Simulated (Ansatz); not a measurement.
Isolated molecules relaxed with PBE0-D4/def2-TZVP in Ansatz; ΔE leaves out vibrations. CBS: MP2 limit from def2 TZ/QZ plus the TZ coupled-cluster correction, frozen cores. This one scheme is used for every species. For Sc outer-core shells are correlated without core-valence functions, which leaves a few kJ/mol of doubt a bond. Scalar relativity is left out up to krypton. Each species was taken in one conformer, which may not be the lowest.

`[OH][Sc]([F])[Cl]` + HCl → `[OH][Sc]([Cl])[Cl]` + H–F  (ligand exchange at the Sc–F bond)

| species | MP2/def2-SVP energy (Eh) |
| --- | --- |
| `[OH][Sc]([F])[Cl]` | -1394.73825 |
| HCl | -460.08324 |
| `[OH][Sc]([Cl])[Cl]` | -1754.68206 |
| H–F | -100.13197 |

(1) Work out ΔE.

Largest T1 diagnostic among the species: 0.016.

Answers

(1) ΔE = (-1754.68206) + (-100.13197) − (-1394.73825) − (-460.08324) = 0.00746 Eh = +0.20 eV. CCSD(T)/CBS gives +0.02 eV.

From r2SCAN to r2SCAN0 (25 % exact exchange), in def2-TZVPP and without D4, ΔE moves by −0.06 eV. At CCSD(T), def2-SVP lies +0.19 eV from the extrapolated value and def2-TZVPP +0.05 eV. The D4 term adds −0.04 eV with B3LYP and −0.02 eV with PBE0; it sums over pairs of atoms, weighted by their polarisabilities, and B3LYP, whose exchange is more repulsive, gets the larger term.

B3LYP here is the variant with VWN-RPA as its local correlation; programs differ in this.
